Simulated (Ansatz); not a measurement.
Basis-set extrapolation for FH₃S₂Si (`F[SiH](S)S`) (PBE0-D4/def2-TZVP geometry, frozen core, Ansatz). Multiplicity 1, RHF reference.

```csv
,def2-TZVPP,def2-QZVPP
HF,-1185.396430,-1185.433063
MP2 correlation,-0.723787,-0.790385
CCSD(T) correlation,-0.798476,not run
```

Energies in hartree. Use E(X) = E(∞) + A·exp(−7.88·√X) for Hartree–Fock and E(X) = E(∞) + B·X^(−2.97) for correlation, with X = 3 and 4, and add CCSD(T) minus MP2 of the smaller set to the MP2 limit.

**Question.** What is the CCSD(T) energy at the basis-set limit?

**Answer.** HF limit: -1185.433063 + (-0.036633) × 0.13774 = -1185.43811. MP2 limit: -0.790385 + (-0.066598) × 0.74074 = -0.83972. Higher-order term: -0.798476 − (-0.723787) = -0.07469. Total: -1186.35252 hartree, 413.8 kJ/mol below CCSD(T)/def2-TZVPP.
